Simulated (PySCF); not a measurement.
C5H7F, SMILES C/C=C/C=C\F.

The structure is a stationary point at B3LYP-D3(BJ)/def2-SVP. The structure was generated by enumeration; whether it is a known compound was not checked. The values are those of a single conformer.

Computed with PBE/def2-TZVP in PySCF.

Symmetry labels are those of the subgroup Cs that the program uses (full group Cs).

Problem. List the valence orbital energies around the gap with their symmetry. (The exact figures need the calculation; the answer reports its results.)

Solution. 
```csv
orbital,symmetry,energy (eV)
HOMO−7,A',-10.76
HOMO−6,A",-10.08
HOMO−5,A',-9.79
HOMO−4,A',-9.17
HOMO−3,A',-8.70
HOMO−2,A',-8.32
HOMO−1,A",-7.62
HOMO,A",-5.37
LUMO,A",-1.57
LUMO+1,A",0.80
LUMO+2,A',0.84
LUMO+3,A',0.94
```
